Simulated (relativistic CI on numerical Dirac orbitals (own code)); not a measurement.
What each ingredient does to the levels of Cd3+

Base calculation: Dirac-Coulomb-Breit CI, orbitals from a KLI potential per configuration, model QED (radiative potential, 1s self-energy scaled to tabulated hydrogen-like ionisation energies), valence Slater integrals scaled by 0.85, P86 correlation energy added to each configuration.

Configurations in the expansion (outside the closed core [Ar] 3d10 4s2): 4p6 4d9, 4p6 4d8 5s, 4p6 4d8 4f, 4p6 4d8 5p, 4p6 4d8 5d, 4p6 4d8 6s, 4p6 4d8 6p, 4p5 4d10, 4p6 4d7 5s 5p, 4p6 4d8 6d, 4p6 4d8 7s, 4p6 4d8 7p, 4p6 4d8 5f, 4p6 4d8 5g, 4p6 4d8 7d, 4p6 4d7 4f 5s, 4p6 4d7 5s2, 4p6 4d6 4f 5s2, 4p6 4d6 5s2 5p, 4p6 4d6 5s2 5d, 4p6 4d6 5s2 6s, 4p6 4d6 5s2 6p. Double excitations out of closed p, d and f shells are left out; levels of such configurations are missing from the list, as are those of other unlisted configurations, and high levels can miss mixing partners.

Variants: (1) self-excluded LDA correlation estimate; (2) valence Slater integrals scaled by 0.75; (3) one mean potential for all configurations. Shifts of the energy above 4p6 4d9 2D_5/2, in cm⁻¹, for the lowest level and the first level of each name with at least 55 % of one term (blank where a level changes its place among those of its configuration and J or its character, or is not in the variant):

| Level | Base | Δ(1) | Δ(2) | Δ(3) | Measured |
| --- | --- | --- | --- | --- | --- |
| 4p6 4d9 2D_5/2 | 0.0 | 0.0 | 0.0 | 0.0 | 0.0 |
| 4p6 4d9 2D_3/2 | 5570.1 | +0.2 | -20.5 | -94.4 | 5812.0 |
| 4p6 4d8 5s 4F_9/2 | 113054.8 | -230.2 | +1344.3 | +352.5 | 108704.0 |
| 4p6 4d8 5s 4F_7/2 | 116060.4 | -229.6 | +1227.8 | +393.6 | 111734.0 |
| 4p6 4d8 5s 4F_5/2 | 118958.5 | -230.0 | +1270.7 | +417.2 | 114758.0 |
| 4p6 4d8 5s 4F_3/2 | 120364.0 | -229.9 | +1127.0 | +418.7 | 116125.0 |
| 4p6 4d8 5s 2F_7/2 | 122997.6 | -225.1 | +497.7 | +520.8 | 118333.0 |
| 4p6 4d8 5s 4P_1/2 | 132139.5 | -225.9 | -344.8 | +352.4 |  |
| 4p6 4d8 5s 2D_5/2 | 135502.2 | -227.4 | -237.0 | +461.6 |  |
| 4p6 4d8 5s 2G_9/2 | 138528.2 | -226.9 | -1130.6 | +374.4 | 133860.0 |
| 4p6 4d8 5s 2G_7/2 | 138672.4 | -226.7 | -1132.6 | +378.9 | 134010.0 |
| 4p6 4d8 5s 2P_3/2 | 139462.2 | -223.9 | -1044.4 | +512.2 |  |
| 4p6 4d8 5s 2P_1/2 | 139962.6 | -223.0 | -1272.8 | +512.9 |  |
| 4p6 4d8 5s 2S_1/2 | 167878.0 | -222.4 | -4332.9 | +267.0 |  |

For a near-neutral ion this model can misplace configurations by up to about 10,000 cm⁻¹ (more where the count of f electrons changes) and terms by 10 to 25 % of their spread. Rates follow the energies as ν³ (E1, M1) or ν⁵ (E2), so they and the lifetimes can be off by large factors. The fine structure of a lone outer electron comes out too small, for d and f at times inverted, and misplaced configurations move strength between like terms. 28 of the 42 excited levels that our extract of the measured tables holds in this range could be paired (the sources list more); they are missed by 2663 cm⁻¹ on average and 4668 at most, and levels without a partner can miss by more.

Measured levels: Moore, Atomic Energy Levels, vol. III, NSRDS-NBS 35 (1971 reprint of NBS Circular 467, 1958).

Ionisation energy from the two ground configurations alone: base 52.41 eV; self-excluded LDA correlation estimate 52.75 eV; valence Slater integrals scaled by 0.75 52.54 eV. The NIST ASD value (theoretical) is 51 eV. The gap of more than 2 % comes from missing correlation, or from a tabulated value that is itself an estimate.

LS names give the leading component of a level, which can be under half, so a name can repeat, a term be missing and a line seem to break the LS rules.
